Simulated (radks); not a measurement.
All-electron atom: Pd in [Kr] 4d10.

Calculated with a radial shooting solver on a logarithmic mesh with Libxc functionals: scalar-relativistic Kohn-Sham, r2SCAN, spin-polarised, spherical densities, finite nucleus; meta-GGA in the generalised Kohn-Sham scheme; Fermi nuclear charge, rms radius 4.5318 fm.

Energy parts (eV):
part                       energy
total                 -137322.222
kinetic                142438.012
electron-nucleus      -331842.871
Hartree                 56013.259
exchange-correlation    -3930.623

Orbitals (lengths in bohr, moments of r in powers of bohr):
orbital  occ.  eigenvalue (eV)   <1/r>
1s          2        -24213.98   48.23
2s          2        -3548.671   10.96
2p          6        -3178.719   10.58
3s          2        -645.2473   3.839
3p          6        -522.6137   3.651
3d         10        -328.3275   3.418
4s          2         -87.5364   1.443
4p          6         -52.6018   1.291
4d         10          -4.0221  0.8852

The highest occupied level is 4d at -4.022 eV. Summed over all electrons, <r^2> = 44.41 bohr^2, which gives a Langevin (diamagnetic) susceptibility term of -35.2 x 10^-6 cm^3/mol. The electron density at the nucleus is 1.359e+05 e/bohr^3 (large components only). For comparison, the ionisation energy in NIST's Atomic Spectra Database is 8.337 eV (measured). In exact Kohn-Sham theory the highest level is minus the ionisation energy, but local and semilocal functionals leave it too shallow, through self-interaction and a potential that decays too fast; potentials with the right tail come closer.
